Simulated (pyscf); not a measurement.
**Rearrangement: `[CH2]1[CH2][Cl+]1` → `[CH3][CH+][Cl]`**

Gas phase, singlet surface, charge 1. Bonds broken: C1–Cl3, C2–H7. Bonds formed: C1–H7. PySCF, gas phase, ωB97X-D3(BJ)/def2-SVP geometries. MP2 and CC: frozen core, UHF for open shells. ΔMP2 is the change of the MP2 total energy from the triple- to the quadruple-zeta basis.

Transition state (Å):

```xyz
7

C      0.1265    -0.5308     0.1020
C      0.8908     0.2222     1.0619
Cl     0.7533    -0.6829     2.5800
H     -0.8675    -0.9108     0.3892
H      0.4938    -0.7558    -0.9147
H      1.9371     0.4164     0.7819
H      0.3630     1.2059     1.1621
```

One imaginary mode, 454i cm⁻¹; descent along it reached the two sides named.

```
bond    change  reactant side (Å)  saddle  product side
------  ------  -----------------  ------  ------------
C1–Cl3  breaks              1.857   2.561           2.7
C2–H7   breaks              1.096   1.121         2.066
C1–H7    forms              2.218   2.048         1.111
```

Electronic energies relative to the reactant's lowest minimum found (kJ/mol):

```
level                             barrier  reaction energy  reverse barrier
--------------------------------  -------  ---------------  ---------------
ωB97X-D3(BJ)/def2-TZVP              114.4            -15.7            130.0
PBE/def2-TZVP                       114.0            -22.3            136.3
r²SCAN/def2-TZVP                    116.0            -22.1            138.1
B3LYP-D3(BJ)/def2-TZVP              102.9            -26.6            129.5
PBE0-D3(BJ)/def2-TZVP               119.9            -15.3            135.2
M06-2X/def2-TZVP                    120.1             -8.5            128.6
ωB97M-D3(BJ)/def2-TZVP              112.7            -18.9            131.6
HF/def2-TZVP                         78.2            -24.8            103.0
MP2/def2-QZVPP                      136.0             -3.6            139.5
CCSD/def2-TZVPP                     115.7            -13.0            128.7
CCSD(T)/def2-TZVPP                  121.8            -11.9            133.7
CCSD(T)/def2-TZVPP + ΔMP2(QZVPP)    121.2            -10.8            132.1
```

With CCSD(T)/def2-TZVPP + ΔMP2(QZVPP) energies and thermal terms (ideal gas, 1 atm, RRHO with modes under 100 cm⁻¹ raised to 100, one conformer, R ln 2 for rigid chiral ones), in kJ/mol:

```json
[
 {"T (K)": "298", "ΔH‡": "112.1", "ΔG‡": "108.1", "ΔH": "-15.2", "ΔG": "-21.4"},
 {"T (K)": "600", "ΔH‡": "111.2", "ΔG‡": "104.3", "ΔH": "-14.3", "ΔG": "-28.2"},
 {"T (K)": "900", "ΔH‡": "109.6", "ΔG‡": "101.2", "ΔH": "-13.8", "ΔG": "-35.3"},
 {"T (K)": "1200", "ΔH‡": "107.7", "ΔG‡": "98.7", "ΔH": "-13.5", "ΔG": "-42.5"}
]
```

One saddle was located; it need not be the lowest between these sides. The CCSD(T) − MP2 part came from Ansatz, without density fitting, on the same reference.
